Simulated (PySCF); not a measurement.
Species: Si(OMe)Me3, C4H12OSi.
Structure used (PBE0-D3(BJ)/def2-SVP), in Å, numbered top down from 1:
```
atom  x, y, z in Å
Si1   -0.158   -0.258   -0.215
O2    -0.134   -0.202    1.463
C3     0.466    0.810    2.210
H4     1.547    0.914    1.994
H5     0.365    0.576    3.282
H6    -0.004    1.798    2.039
C7     1.601   -0.282   -0.871
H8     2.172   -1.115   -0.431
H9     2.137    0.654   -0.645
H10    1.609   -0.408   -1.966
C11   -1.072    1.238   -0.889
H12   -2.080    1.311   -0.450
H13   -1.184    1.167   -1.983
H14   -0.538    2.176   -0.670
C15   -1.055   -1.841   -0.634
H16   -2.067   -1.841   -0.202
H17   -0.515   -2.712   -0.232
H18   -1.148   -1.967   -1.724
```

Lines to be assigned: C 1s: 289.92 (area 3), 292.12 (area 1) eV; O 1s: 537.47 eV; Si 1s: 1846.31 eV; Si 2p3/2: 106.37 eV.

Theory: PySCF, delta-SCF UKS SCAN, pcX-2 on the ionised atom, pcseg-1 elsewhere, spin-free X2C. Geometry: PBE0-D3(BJ)/def2-SVP; no solvent, vibrations or thermal averaging.

Q: Assign the C 1s lines to atoms.

A: 289.92 eV: C7/C11/C15 (carbon bonded to Si and 3 H); 292.12 eV: C3 (carbon bonded to O and 3 H). Lowest listed C 1s: C7/C11/C15, bonded to 3 H and Si. Highest, 2.20 eV above it: C3, bonded to O and 3 H.

Bonded neighbours of each site: Si1: O and 3 C; O2: C and Si; C3: O and 3 H; C7/C11/C15: 3 H and Si.

Q: Which photon energy gives electrons from C 1s of C7/C11/C15 a kinetic energy of 150 eV, and what is their de Broglie wavelength?

A: hν = 289.92 + 150 = 439.92 eV, recoil neglected; λ = 12.264 Å/√(E/eV) = 1.00 Å.

One atom of each set of topologically equivalent atoms was ionised and stands for the set; in this conformer not all members are related by symmetry, and their own values weren't computed. Spin–orbit coupling isn't in the SCF: each 2p doublet comes from a relaxed spin-free hole plus a matrix of the shell (mean-field spin–orbit coupling and the ground-state 2p splitting), with 2p3/2 averaged over its two sublevels. 2p1/2 minus 2p3/2 (ligand field included): Si 0.63 eV.
